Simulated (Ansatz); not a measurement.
Ansatz (a program for electronic structure) input (PBE/6-31G*):

Ansatz 0.2 input:
```yaml
crystal:
  periodic: [false, false, false]
  atoms:
    - {symbol: C, position_ang: [-2.49007000, -0.23584900, -0.01595200]}
    - {symbol: C, position_ang: [-1.20688200, 0.25536300, -0.10967500]}
    - {symbol: C, position_ang: [-0.05192800, -0.47897700, 0.13039600]}
    - {symbol: Si, position_ang: [1.66769400, 0.19379400, 0.00080100]}
    - {symbol: H, position_ang: [-2.67365700, -1.26629100, 0.26223700]}
    - {symbol: H, position_ang: [-3.34961700, 0.38854700, -0.21609700]}
    - {symbol: H, position_ang: [-1.09393400, 1.29895900, -0.39379000]}
    - {symbol: H, position_ang: [-0.18819400, -1.52112600, 0.41335400]}
    - {symbol: H, position_ang: [2.45998900, -0.55630300, -1.00666500]}
    - {symbol: H, position_ang: [2.38509400, 0.07868400, 1.29596600]}
    - {symbol: H, position_ang: [1.60587700, 1.62119900, -0.39483900]}
basis:
  gaussian:
    orbitals: 6-31G*
hamiltonian:
  xc: {name: PBE}
magnetization: {spin_polarized: true, initial_magnetization: 1}
output: {forces: true}
```

Output:

```
Functional definition: PBE
integrals: 0.03 GiB planned
1011 factors; their error is unknown
mean field: 0.23 GiB planned
mean field evaluation 1: about -11085.1287 eV, gradient 3.5e1 eV
mean field evaluation 2: about -11077.5426 eV, gradient 5.0e1 eV
mean field evaluation 4: about -11091.4567 eV, gradient 5.8e0 eV
mean field evaluation 8: about -11091.6468 eV, gradient 1.5e-1 eV
mean field evaluation 16: about -11091.5614 eV, gradient 8.9e-5 eV
mean field -11091.56142369 eV, -407.6073641903 hartree, gradient 3.0e-5 eV, S^2 0.764616; 0 other end points of the search recorded, 0 dependent functions left out
the calculation of the forces begins
reference -11091.56145614 eV, -407.6073653829 hartree; 20, 19 occupied and 58, 59 virtual orbitals, 1011 factors
Total energy: -11091.56145614 eV, -407.6073653829 hartree
Atom 0 at    -2.490070    -0.235849    -0.015952 Å, force    -0.176368    -0.051967     0.008594 eV/Å
Atom 1 at    -1.206882     0.255363    -0.109675 Å, force     0.040432     0.139016    -0.037021 eV/Å
Atom 2 at    -0.051928    -0.478977     0.130396 Å, force     0.302466    -0.004030     0.010949 eV/Å
Atom 3 at     1.667694     0.193794     0.000801 Å, force    -0.155634    -0.092863     0.020546 eV/Å
Atom 4 at    -2.673657    -1.266291     0.262237 Å, force    -0.097254    -0.409936     0.109883 eV/Å
Atom 5 at    -3.349617     0.388547    -0.216097 Å, force    -0.365821     0.231290    -0.075681 eV/Å
Atom 6 at    -1.093934     1.298959    -0.393790 Å, force     0.045567     0.415851    -0.113195 eV/Å
Atom 7 at    -0.188194    -1.521126     0.413354 Å, force    -0.043113    -0.399733     0.108830 eV/Å
Atom 8 at     2.459989    -0.556303    -1.006665 Å, force     0.228629    -0.152865    -0.230145 eV/Å
Atom 9 at     2.385094     0.078684     1.295966 Å, force     0.211735    -0.009626     0.289277 eV/Å
Atom 10 at     1.605877     1.621199    -0.394839 Å, force     0.009360     0.334861    -0.092039 eV/Å
Dipole moment:    -0.198098    -0.041363     0.004963 e Å
```

The geometry given is a B3LYP-D3(BJ)/def2-TZVP minimum.
